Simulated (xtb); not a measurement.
H2OSi, charge -1, doublet, from a rough starting geometry (a state made from the parent by changing its charge; the spin is typed, not shown lowest); GFN2-xTB in xtb 6.7.1.

The xtb input:
```
$ xtb mol.xyz --gfn 2 --chrg -1 --uhf 1 --opt vtight --json

# file mol.xyz
4

Si     0.02349741     0.01698498    -0.00333730
O     -0.17806749     1.49395387    -0.01617729
H     -1.06142023    -1.05117102    -0.00836728
H      1.25309274    -0.57357776     0.00989528
```

Task: What does xtb print? Leave out banner, timings and long lists.

Result: 
```
   ID    Z sym.   atoms
    1   14 Si     1
    2    8 O      2
    3    1 H      3, 4

           -------------------------------------------------
          |                Calculation Setup                |
           -------------------------------------------------

           -------------------------------------------------
          |                 G F N 2 - x T B                 |
           -------------------------------------------------

          ...................................................
          :                      SETUP                      :
          :.................................................:
          :  # basis functions                  16          :
          :  # atomic orbitals                  15          :
          :  # shells                            7          :
          :  # electrons                        13          :
          :  max. iterations                   250          :
          :  Hamiltonian                  GFN2-xTB          :
          :  restarted?                      false          :
          :  GBSA solvation                  false          :
          :  PC potential                    false          :
          :  electronic temp.          300.0000000     K    :
          :  accuracy                    1.0000000          :
          :  -> integral cutoff          0.2500000E+02      :
          :  -> integral neglect         0.1000000E-07      :
          :  -> SCF convergence          0.1000000E-05 Eh   :
          :  -> wf. convergence          0.1000000E-03 e    :
          :  Broyden damping             0.4000000          :
          :  net charge                         -1          :
          :  unpaired electrons                  1          :
          ...................................................

 iter      E             dE          RMSdq      gap      omega  full diag
   1     -7.0232314 -0.702323E+01  0.858E+00    2.94       0.0  T
   2     -7.0335122 -0.102808E-01  0.647E+00    2.75       1.0  T
   3     -7.0329310  0.581161E-03  0.869E-01    2.83       1.0  T
   4     -7.0344972 -0.156616E-02  0.621E-01    2.78       1.0  T
   5     -7.0346212 -0.123989E-03  0.215E-01    2.80       1.0  T
   6     -7.0345928  0.283710E-04  0.180E-01    2.80       1.0  T
   7     -7.0346215 -0.286851E-04  0.307E-02    2.81       1.6  T
   8     -7.0346221 -0.636018E-06  0.684E-03    2.81       7.3  T
   9     -7.0346222 -0.795460E-07  0.644E-04    2.81      77.7  T
[...]
         :: total energy              -6.966217373207 Eh    ::
 * total energy  :    -6.9662174 Eh     change       -0.2963150E-09 Eh
 * total energy  :    -6.9749427 Eh     change       -0.8725298E-02 Eh
 * total energy  :    -6.9760482 Eh     change       -0.1105563E-02 Eh
 * total energy  :    -6.9761169 Eh     change       -0.6864076E-04 Eh
 * total energy  :    -6.9761193 Eh     change       -0.2389829E-05 Eh
 * total energy  :    -6.9761196 Eh     change       -0.3110600E-06 Eh
 * total energy  :    -6.9761196 Eh     change       -0.2620440E-07 Eh
   *** GEOMETRY OPTIMIZATION CONVERGED AFTER 7 ITERATIONS ***
         :: total energy              -6.976119601393 Eh    ::
[...]
        12                          0.3190552               8.6819
        13                          0.7827952              21.3009
        14                          1.0144751              27.6053
        15                          1.0736490              29.2155
      -------------------------------------------------------------
                  HL-Gap            0.1010136 Eh            2.7487 eV
             Fermi-level            0.0099835 Eh            0.2717 eV

     #   Z          covCN         q      C6AA      α(0)
     1  14 Si       2.602     0.157   191.281    30.359
     2   8 O        0.771    -0.637    27.098     6.977
     3   1 H        0.916    -0.260    16.644     6.381
     4   1 H        0.916    -0.260    16.654     6.383

 Mol. C6AA /au·bohr⁶  :        714.110970
 Mol. C8AA /au·bohr⁸  :      27615.450909
 Mol. α(0) /au        :         50.100296

Wiberg/Mayer (AO) data.
largest (>0.10) Wiberg bond orders for each atom

 ---------------------------------------------------------------------------
     #   Z sym  total        # sym  WBO       # sym  WBO       # sym  WBO
 ---------------------------------------------------------------------------
     1  14 Si   3.527 --     2 O    1.878     3 H    0.824     4 H    0.824
     2   8 O    1.978 --     1 Si   1.878
     3   1 H    0.933 --     1 Si   0.824
     4   1 H    0.932 --     1 Si   0.824
 ---------------------------------------------------------------------------

Topologies differ in total number of bonds
Writing topology from bond orders to xtbtopo.mol

molecular dipole:
                 x           y           z       tot (Debye)
 q only:        0.153      -1.038       0.019
   full:        0.209      -1.398       0.017       3.594
molecular quadrupole (traceless):
                xx          xy          yy          xz          yz          zz
 q only:        0.520       0.914      -5.276      -0.051       0.093       4.756
  q+dip:        1.589       1.141      -5.646      -0.036       0.099       4.057
   full:        2.364       1.488      -7.039      -0.037       0.121       4.675

optimized geometry written to: xtbopt.xyz

           -------------------------------------------------
          | TOTAL ENERGY               -6.976119601393 Eh   |
          | GRADIENT NORM               0.000360833750 Eh/α |
          | HOMO-LUMO GAP               2.748718993483 eV   |
           -------------------------------------------------

normal termination of xtb
```
